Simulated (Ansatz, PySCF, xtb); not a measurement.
Energy difference R1 → P1, each structure at its B3LYP-D3(BJ)/def2-TZVP stationary point, reached from a drawn start; harmonic modes at that level show minima.
R1, CHN (SMILES [C-]#[NH+]) (charge 0, multiplicity 1):
```xyz
3

H      0.0000     0.0000    -1.0530
N      0.0000     0.0000    -0.0555
C      0.0000     0.0000     1.1086
```
P1, CHN (SMILES C#N) (charge 0, multiplicity 1, Z-matrix in Å and degrees):
```
C
N 1 1.1462
H 1 1.0667 2 180.00
```

P less R. No zero-point or thermal terms.

Correlated levels freeze the cores.

Programs: Ansatz (an electronic-structure program) with Gaussian orbitals; PySCF for the D3/D4 terms; xtb for the GFN methods. All values are computed, each at the level named.

| level | reaction energy (kJ/mol) |
|---|---|
| GFN2-xTB | -83.4 |
| r2SCAN/def2-TZVPP | -60.2 |
| r2SCAN-D3(BJ)/def2-TZVPP | -60.2 |
| B3LYP/def2-TZVPP | -58.2 |
| CAM-B3LYP/def2-TZVPP | -55.0 |
| wB97X-V/def2-TZVPP | -54.4 |
| wB97M-V/def2-TZVPP | -51.3 |
| B2PLYP/def2-TZVPP | -64.0 |
| CCSD(T)/cc-pVTZ | ___ |

### Question
What belongs in the gaps?

### Answer

- CCSD(T)/cc-pVTZ, reaction energy (kJ/mol): -62.1
